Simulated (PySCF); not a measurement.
# Do core-level shifts follow atomic charges?

Species: C7H12.
Z-matrix (Å and degrees, PBE0-D3(BJ)/def2-SVP geometry), rows numbered from 1:
```
C 
C   1  1.3393
C   2  1.5064  1  123.09
C   3  1.5162  2  116.84  1    -0.11
C   2  1.4931  1  123.07  3   180.00
C   5  1.5078  2  121.46  1   -35.29
C   6  1.4908  5   60.38  2   110.40
H   1  1.0938  2  121.80  3   180.00
H   1  1.0911  2  121.87  3     0.01
H   3  1.1061  2  107.62  1  -124.09
H   3  1.1061  2  107.61  1   123.85
H   4  1.1010  3  111.48  2    60.12
H   4  1.1000  3  110.75  2   179.94
H   4  1.1010  3  111.47  2   -60.21
H   5  1.0946  2  113.62  1  -179.83
H   6  1.0933  5  118.03  7   108.82
H   6  1.0936  5  116.48  7  -109.06
H   7  1.0936  5  116.50  6   109.07
H   7  1.0934  5  118.03  6  -108.81
```

Binding energies: delta-SCF UKS SCAN, pcX-2 on the ionised atom, pcseg-1 elsewhere, spin-free X2C (PySCF). Charges: PBE0/pcSseg-1 ground-state density, for the ionised atom.

```json
{"atom": "C1", "environment": "terminal =CH2 carbon", "C 1s (eV)": "289.38", "Mulliken (e)": "-0.136", "IAO (e)": "-0.364", "Hirshfeld (e)": "-0.128", "ESP (e)": "-0.589"}
{"atom": "C2", "environment": "fully substituted alkene carbon", "C 1s (eV)": "290.31", "Mulliken (e)": "-0.263", "IAO (e)": "+0.031", "Hirshfeld (e)": "+0.015", "ESP (e)": "+0.058"}
{"atom": "C6", "environment": "three-membered-ring carbon", "C 1s (eV)": "290.48", "Mulliken (e)": "-0.181", "IAO (e)": "-0.277", "Hirshfeld (e)": "-0.087", "ESP (e)": "-0.305"}
{"atom": "C4", "environment": "methyl carbon", "C 1s (eV)": "290.52", "Mulliken (e)": "-0.282", "IAO (e)": "-0.410", "Hirshfeld (e)": "-0.113", "ESP (e)": "-0.330"}
{"atom": "C5", "environment": "allylic carbon", "C 1s (eV)": "290.55", "Mulliken (e)": "-0.237", "IAO (e)": "-0.143", "Hirshfeld (e)": "-0.042", "ESP (e)": "-0.088"}
{"atom": "C3", "environment": "allylic carbon", "C 1s (eV)": "290.58", "Mulliken (e)": "-0.213", "IAO (e)": "-0.249", "Hirshfeld (e)": "-0.063", "ESP (e)": "+0.222"}
```

Task: Give the correlation coefficient and slope of binding energy on charge for each scheme.

Result: ESP: r = 0.68, slope 1.1 eV per e; Hirshfeld: r = 0.42, slope 3.7 eV per e; IAO: r = 0.25, slope 0.7 eV per e; Mulliken: r = -0.70, slope -6.0 eV per e. ESP charges have the highest r, on only 6 points.

Task: The point-charge model writes a binding energy as kq + V + constant, with V the potential of the other atoms' charges at the site. What does it give with the ESP charges?

Result: V = Σ 14.40 eV Å × q/r over all other atoms: +6.50 eV at C1, -2.98 eV at C2, +2.49 eV at C6, +4.39 eV at C4, -0.74 eV at C5, -2.95 eV at C3. Fitting binding energy − V to q gives k = 14.1 eV per e and leaves an rms residual of 0.85 eV, against 0.31 eV for the fit on q alone. The model has no term for differences in relaxation between sites.

Spin contamination (⟨S²⟩ against 0.75 for a pure doublet) is marked for C 1s of C2 (0.87), which makes this value less certain. Isolated species at its PBE0-D3(BJ)/def2-SVP geometry (one conformer only).
